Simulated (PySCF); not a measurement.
PySCF input file for In(F)(Me)(NMe2) (C₃H₉FInN), SMILES [N](C)(C)[In]([CH3])[F], PBE-D3(BJ)/def2-SVP. Geometry optimised at PBE-D3(BJ)/def2-SVP. The def2 effective core potentials stand for the cores of In; spin–orbit coupling is left out. One conformer was computed; it need not be the lowest.

```python
import numpy as np
from pyscf import gto, scf, dft, df
from pyscf.hessian import thermo

mol = gto.M(
    atom='''
    In    0.02107323    0.51380243   -0.00000000
    F     2.01064686    0.72030936    0.00000000
    C    -1.23204592    2.26326033    0.00000000
    H    -1.00299624    2.85874023   -0.90331786
    H    -1.00299624    2.85874022    0.90331787
    H    -2.29698346    1.96748246    0.00000001
    N    -0.24516676   -1.50729158    0.00000000
    C     0.90484193   -2.38628773    0.00000000
    C    -1.52449201   -2.17460595   -0.00000000
    H     0.92084729   -3.05390732    0.89761935
    H     0.92084730   -3.05390732   -0.89761936
    H     1.83851521   -1.78916907    0.00000000
    H    -1.65878026   -2.83221822   -0.89606374
    H    -1.65878026   -2.83221822    0.89606374
    H    -2.36174010   -1.44580509   -0.00000000
    ''',
    basis='def2-SVP',
    ecp={'In': 'def2-svp'},
    charge=0,
    spin=0,
    max_memory=1600,
    verbose=3,
)
mf = dft.RKS(mol, xc='pbe').density_fit(auxbasis='def2-universal-jkfit')
mf.disp = 'd3bj'
mf.grids.level = 3
mf.conv_tol = 1e-11
mf.max_cycle = 100
mf.kernel()

# [left out here: the lines that compute and print the analytic Hessian (its translational invariance restored by hand, since the grid's response is missing), thermochemistry and intensities]
```

Log of the run:

```
converged SCF energy = -463.94662343912

WARN: DFTD3 does not support analytical Hessian, using finite difference


WARN: Mole.unit (angstrom) is changed to Bohr

Mode                                 0                   1                   2
Irrep
Freq [cm^-1]                       40.1703             68.8171             69.6865
Reduced mass [au]                   1.0281              3.1240              3.2871
Force const [Dyne/A]                0.0010              0.0087              0.0094
Char temp [K]                      57.7961             99.0124            100.2634
Normal mode                   x     y     z       x     y     z       x     y     z
       0  In                 0.00  0.00  0.00   -0.00 -0.00  0.03    0.03  0.00  0.00
       1   F                 0.00  0.00  0.02   -0.00 -0.00  0.04    0.02  0.05  0.00
       2   C                -0.00 -0.00 -0.02    0.00  0.00 -0.13   -0.14 -0.12 -0.00
       3   H                -0.39 -0.29 -0.31    0.08 -0.04 -0.14   -0.21 -0.09 -0.00
       4   H                 0.39  0.29 -0.31   -0.08  0.04 -0.14   -0.21 -0.09  0.00
       5   H                -0.00 -0.00  0.54    0.00  0.00 -0.22   -0.10 -0.24 -0.00
       6   N                -0.00  0.00 -0.01    0.00 -0.00 -0.09   -0.01  0.01 -0.00
       7   C                -0.00 -0.00 -0.01    0.00  0.00 -0.13   -0.06 -0.05 -0.00
       8   C                -0.00  0.00 -0.02    0.00 -0.00  0.09   -0.05  0.07  0.00
       9   H                -0.00 -0.00 -0.01    0.07  0.03 -0.10   -0.10 -0.06 -0.00
      10   H                 0.00  0.00 -0.01   -0.07 -0.03 -0.10   -0.10 -0.06  0.00
      11   H                -0.00 -0.00 -0.01    0.00  0.00 -0.22   -0.03 -0.11 -0.00
      12   H                 0.00  0.01 -0.02   -0.07 -0.08  0.16   -0.09  0.08 -0.00
      13   H                -0.00 -0.01 -0.02    0.07  0.08  0.16   -0.09  0.08  0.00
      14   H                -0.00  0.00 -0.01    0.00 -0.00  0.09   -0.01  0.12  0.00
Mode                                 3                   4                   5
Irrep
Freq [cm^-1]                       90.9562            113.2063            124.2481
Reduced mass [au]                   3.2737              2.6858              7.5402
Force const [Dyne/A]                0.0160              0.0203              0.0686
Char temp [K]                     130.8658            162.8787            178.7653
Normal mode                   x     y     z       x     y     z       x     y     z
       0  In                 0.00  0.00  0.03    0.00  0.00 -0.03   -0.00 -0.03 -0.00
       1   F                 0.00 -0.00 -0.11    0.00 -0.00  0.09   -0.02  0.19  0.00
       2   C                -0.00 -0.00 -0.02   -0.00 -0.00  0.10    0.08  0.03  0.00
       3   H                 0.02 -0.02 -0.03   -0.06  0.05  0.12    0.13  0.02  0.00
       4   H                -0.02  0.02 -0.03    0.06 -0.05  0.12    0.13  0.02 -0.00
       5   H                -0.00 -0.00 -0.03   -0.00 -0.00  0.15    0.06  0.12  0.00
       6   N                -0.00  0.00 -0.13   -0.00  0.00 -0.11   -0.00 -0.02 -0.00
       7   C                -0.00 -0.00  0.09   -0.00 -0.00  0.03   -0.03 -0.06  0.00
       8   C                -0.00  0.00 -0.07   -0.00  0.00  0.08   -0.02  0.02 -0.00
       9   H                -0.04  0.15  0.20    0.01  0.14  0.13   -0.05 -0.06  0.00
      10   H                 0.04 -0.15  0.20   -0.01 -0.14  0.13   -0.05 -0.06 -0.00
      11   H                -0.00 -0.00  0.03   -0.00 -0.00 -0.07   -0.01 -0.10 -0.00
      12   H                 0.07 -0.16  0.05   -0.02 -0.20  0.23   -0.04  0.02 -0.00
      13   H                -0.07  0.16  0.05    0.02  0.20  0.23   -0.04  0.02  0.00
      14   H                -0.00  0.00 -0.27   -0.00  0.00 -0.07    0.00  0.04 -0.00
Mode                                 6                   7                   8
Irrep
Freq [cm^-1]                      240.9537            249.2974            278.6758
Reduced mass [au]                   3.7837              1.1164              1.1655
Force const [Dyne/A]                0.1294              0.0409              0.0533
Char temp [K]                     346.6788            358.6834            400.9525
Normal mode                   x     y     z       x     y     z       x     y     z
       0  In                 0.03 -0.00  0.00    0.00 -0.00 -0.00    0.00  0.00 -0.00
       1   F                 0.02  0.04  0.00    0.00  0.00 -0.01    0.00 -0.00  0.01
       2   C                -0.00 -0.01 -0.00    0.00 -0.00 -0.00   -0.00  0.00 -0.00
       3   H                -0.03 -0.01 -0.00   -0.00 -0.00 -0.00    0.00 -0.00 -0.00
       4   H                -0.03 -0.01  0.00    0.00  0.00 -0.00   -0.00  0.00 -0.00
       5   H                 0.01 -0.05 -0.00    0.00 -0.00  0.01   -0.00  0.00 -0.00
       6   N                -0.13  0.01 -0.00   -0.00  0.00  0.07   -0.00 -0.00  0.09
       7   C                -0.05  0.10  0.00   -0.00  0.00 -0.05   -0.00 -0.00 -0.03
[...]
      11   H                 0.00 -0.00 -0.71   -0.11  0.20 -0.00    0.09 -0.14  0.00
      12   H                -0.06  0.03 -0.00   -0.03  0.32 -0.24    0.10  0.40 -0.31
      13   H                 0.06 -0.03 -0.00   -0.03  0.32  0.24    0.10  0.40  0.31
      14   H                -0.00 -0.00 -0.10   -0.14 -0.18  0.00   -0.14 -0.17  0.00
Mode                                30                  31                  32
Irrep
Freq [cm^-1]                     2866.7823           2876.4392           2908.1246
Reduced mass [au]                   1.0392              1.0397              1.1018
Force const [Dyne/A]                5.0318              5.0683              5.4903
Char temp [K]                    4124.6614           4138.5555           4184.1438
Normal mode                   x     y     z       x     y     z       x     y     z
       0  In                 0.00  0.00  0.00   -0.00 -0.00  0.00   -0.00  0.00  0.00
       1   F                -0.00 -0.00  0.00    0.00  0.00 -0.00    0.00  0.00 -0.00
       2   C                 0.00 -0.00  0.00   -0.00  0.00  0.00   -0.00  0.00  0.00
       3   H                 0.00 -0.00 -0.00   -0.00  0.00  0.00   -0.00  0.00 -0.00
       4   H                 0.00 -0.00  0.00   -0.00  0.00 -0.00    0.00 -0.00 -0.00
       5   H                -0.00 -0.00 -0.00    0.00  0.00  0.00    0.00  0.00  0.00
       6   N                -0.00 -0.00  0.00   -0.00  0.00 -0.00   -0.00 -0.00 -0.00
       7   C                -0.01  0.02 -0.00   -0.01  0.05 -0.00    0.00 -0.00  0.03
       8   C                -0.02 -0.04 -0.00    0.01  0.02  0.00   -0.00 -0.00  0.08
       9   H                -0.00 -0.15  0.22    0.00 -0.35  0.50   -0.00  0.15 -0.20
      10   H                -0.00 -0.15 -0.22    0.00 -0.35 -0.50    0.00 -0.15 -0.20
      11   H                 0.09  0.06 -0.00    0.20  0.13 -0.00   -0.00 -0.00  0.01
      12   H                 0.06  0.34  0.50   -0.03 -0.15 -0.22   -0.06 -0.37 -0.49
      13   H                 0.06  0.34 -0.50   -0.03 -0.15  0.22    0.06  0.37 -0.49
      14   H                 0.18 -0.16 -0.00   -0.08  0.07  0.00    0.00 -0.00  0.02
Mode                                33                  34                  35
Irrep
Freq [cm^-1]                     2923.5254           2999.4605           3024.1489
Reduced mass [au]                   1.1043              1.0294              1.0962
Force const [Dyne/A]                5.5610              5.4566              5.9069
Char temp [K]                    4206.3021           4315.5558           4351.0770
Normal mode                   x     y     z       x     y     z       x     y     z
       0  In                 0.00  0.00 -0.00    0.00 -0.00 -0.00   -0.00 -0.00 -0.00
       1   F                -0.00 -0.00  0.00   -0.00  0.00 -0.00    0.00 -0.00 -0.00
       2   C                 0.00 -0.00 -0.00   -0.02  0.04 -0.00   -0.00  0.00 -0.00
       3   H                -0.00 -0.00  0.00   -0.13 -0.30  0.47   -0.00 -0.00  0.01
       4   H                 0.00  0.00  0.00   -0.13 -0.30 -0.47   -0.00 -0.00 -0.01
       5   H                -0.00 -0.00  0.00    0.53  0.17 -0.00    0.00  0.00 -0.00
       6   N                -0.00 -0.00  0.00   -0.00  0.00 -0.00    0.00  0.00 -0.00
       7   C                 0.00 -0.00 -0.08   -0.00 -0.00 -0.00    0.00  0.00  0.00
       8   C                -0.00 -0.00  0.03    0.00 -0.00 -0.00   -0.05  0.07 -0.00
       9   H                -0.01 -0.37  0.50   -0.00  0.00 -0.00    0.00 -0.00  0.01
      10   H                 0.01  0.37  0.50   -0.00  0.00  0.00    0.00 -0.00 -0.01
      11   H                -0.00 -0.00 -0.02    0.00  0.00 -0.00   -0.01 -0.01  0.00
      12   H                -0.02 -0.15 -0.20    0.00  0.00  0.00   -0.03 -0.09 -0.14
      13   H                 0.02  0.15 -0.20    0.00  0.00 -0.00   -0.03 -0.09  0.14
      14   H                 0.00 -0.00  0.01   -0.01  0.01 -0.00    0.69 -0.61 -0.00
Mode                                36                  37                  38
Irrep
Freq [cm^-1]                     3052.4295           3118.1581           3123.5805
Reduced mass [au]                   1.0973              1.1051              1.1061
Force const [Dyne/A]                6.0237              6.3308              6.3584
Char temp [K]                    4391.7664           4486.3353           4494.1369
Normal mode                   x     y     z       x     y     z       x     y     z
       0  In                 0.00 -0.00  0.00    0.00  0.00 -0.00    0.00  0.00 -0.00
       1   F                 0.00  0.00 -0.00   -0.00 -0.00 -0.00   -0.00  0.00 -0.00
       2   C                -0.00  0.00 -0.00    0.00  0.00 -0.09    0.07  0.05  0.00
       3   H                -0.00 -0.00  0.00   -0.14 -0.37  0.54   -0.07 -0.20  0.32
       4   H                -0.00 -0.00 -0.00    0.14  0.37  0.54   -0.07 -0.20 -0.32
       5   H                 0.00  0.00 -0.00   -0.00 -0.00 -0.02   -0.75 -0.21  0.00
       6   N                -0.00  0.00  0.00    0.00 -0.00 -0.00    0.00 -0.00  0.00
       7   C                 0.07  0.06  0.00   -0.00 -0.00  0.00   -0.00  0.00 -0.00
       8   C                 0.00 -0.00  0.00    0.00 -0.00  0.00    0.00 -0.00  0.00
       9   H                 0.01 -0.09  0.14   -0.00  0.00 -0.00    0.00 -0.00  0.00
      10   H                 0.01 -0.09 -0.14    0.00 -0.00 -0.00    0.00 -0.00 -0.00
      11   H                -0.78 -0.50 -0.00    0.00  0.00  0.00    0.00  0.00 -0.00
      12   H                -0.00  0.00  0.00   -0.00 -0.00 -0.00   -0.00 -0.00 -0.00
      13   H                -0.00  0.00 -0.00    0.00  0.00 -0.00   -0.00 -0.00  0.00
      14   H                -0.01  0.01  0.00   -0.00  0.00  0.00   -0.00  0.00 -0.00
temperature 298.1500 [K]
pressure 101325.00 [Pa]
Rotational constants [GHz] 3.12935 1.56379 1.06419
Symmetry number 1
Zero-point energy (ZPE) 0.11497 [Eh]   301861.426 [J/mol]
                           tot       elec      trans        rot        vib
Entropy [J/mol/K]       432.010      0.000    174.376    119.302    138.332
Cv [J/mol/K]            136.574      0.000     12.472     12.472    111.631
Cp [J/mol/K]            144.888      0.000     20.786     12.472    111.631
Internal energy [J/mol]                      3718.434   3718.434 321680.072
Internal energy [Eh]   -463.82127  -463.94662
Enthalpy [J/mol]                             6197.391   3718.434 321680.072
Enthalpy [Eh]          -463.82033
Gibbs free energy [J/mol]                  -45792.764 -31851.496 280436.258
Gibbs free energy [Eh] -463.86938
mode   freq/cm-1   IR/(km/mol)
   1       40.17         0.115
   2       68.82         0.480
   3       69.69         0.810
   4       90.96         9.704
   5      113.21         0.003
   6      124.25        17.238
   7      240.95         3.850
   8      249.30         1.572
   9      278.68         3.694
  10      283.67         6.630
  11      478.42         0.440
  12      524.11        28.519
  13      560.65        54.088
  14      705.81        18.075
  15      724.21        42.728
  16      978.34       108.436
  17     1054.98         3.557
  18     1075.48         0.097
  19     1109.58         0.304
  20     1134.68         1.187
  21     1222.50        52.259
  22     1237.54        17.450
  23     1376.86         2.630
  24     1380.18         2.095
  25     1380.83         1.672
  26     1389.66         2.017
  27     1398.80        30.887
  28     1408.91         4.623
  29     1426.31        29.272
  30     1447.11         4.199
  31     2866.78        93.877
  32     2876.44       217.985
  33     2908.12        99.795
  34     2923.53        18.171
  35     2999.46         1.681
  36     3024.15        19.903
  37     3052.43         1.693
  38     3118.16         0.110
  39     3123.58         0.786
max |gradient| / (hartree/bohr): 7.061282515012773e-05
APT charges: [ 1.21   -0.6133 -0.23    0.0104  0.0104  0.0084 -0.7255  0.3249  0.3711
 -0.0979 -0.0979  0.0407 -0.0993 -0.0993 -0.0126]
```

The run converged.

Cost: around 4 core-minutes (rough).
